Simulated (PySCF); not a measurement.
## Which determinant of KSb lies lowest?

Unrestricted PBE0; basis K def2-SVPD, Sb def2-SVPD with ECP28; scalar-relativistic core potentials; PySCF 2.14. Outer shells of the fragments: K 4s1; Sb 4d10 5s2 5p3.

Followed along the bond (rough minima from three points):

```csv
2Ms+1,unpaired,⟨S²⟩ at the start,R at minimum (Å),Te (eV)
3,π ↑↑,2.03,3.34,0.00
1,π ↑↓,1.01,3.33,0.31
3,"σ ↑, π ↑",2.00,3.16,0.55
1,"σ ↓, π ↑",1.01,3.17,0.84
1,none,0.00,3.32,1.22
```

Solutions found at the starting distance of 3.310 Å, counted from the lowest of them; the search is not exhaustive and high or unbound solutions are not listed, so other states can lie among these:

| 2Ms+1 | unpaired | term | E (eV) | ⟨S²⟩ | ⟨Lz²⟩ | μ (D) |
| --- | --- | --- | --- | --- | --- | --- |
| 3 | π ↑↑ | ³Σ⁻ | 0.00 | 2.03 | 0.00 | -9.04 |
| 1 | π ↑↓ | mixed | 0.31 | 1.01 | 2.01 | -9.32 |
| 3 | σ ↑, π ↑ | ³Π | 0.57 | 2.00 | 1.01 | -10.62 |
| 1 | σ ↓, π ↑ | mixed | 0.87 | 1.01 | 1.01 | -10.51 |
| 1 | none | mixed | 1.22 | 0.00 | 2.00 | -9.25 |
| 5 | σ ↑↑, π ↑↑ | ⁵Σ⁻ | 1.50 | 6.00 | 0.00 | 3.37 |
| 3 | σ ↑↑, π ↑↓ | mixed | 2.17 | 3.01 | 2.01 | 3.50 |
| 1 | σ ↓↓, π ↑↑ | mixed | 2.19 | 2.01 | 0.00 | 3.70 |
| 5 | σ ↑, π ↑↑↑ | ⁵Π | 2.64 | 6.00 | 1.00 | 1.58 |
| 3 | σ ↑, π ↑ | ³Π | 2.88 | 2.00 | 1.00 | 3.40 |
| 1 | σ ↓, π ↑ | mixed | 2.90 | 1.00 | 1.00 | 3.68 |
| 3 | σ ↑↑ | mixed | 3.15 | 2.00 | 2.00 | 3.46 |
| 3 | σ ↑, π ↑↑↓ | mixed | 3.30 | 3.01 | 3.01 | 1.60 |

A term symbol is given only where ⟨S²⟩ and ⟨Lz²⟩ are close to those of a pure state; real π, δ and φ orbitals otherwise mix terms. A positive dipole means K(−)Sb(+).

Spin–orbit coupling is left out. Counting both spins, an empty level lies below a filled one in some of these solutions, because spin and occupation are held.
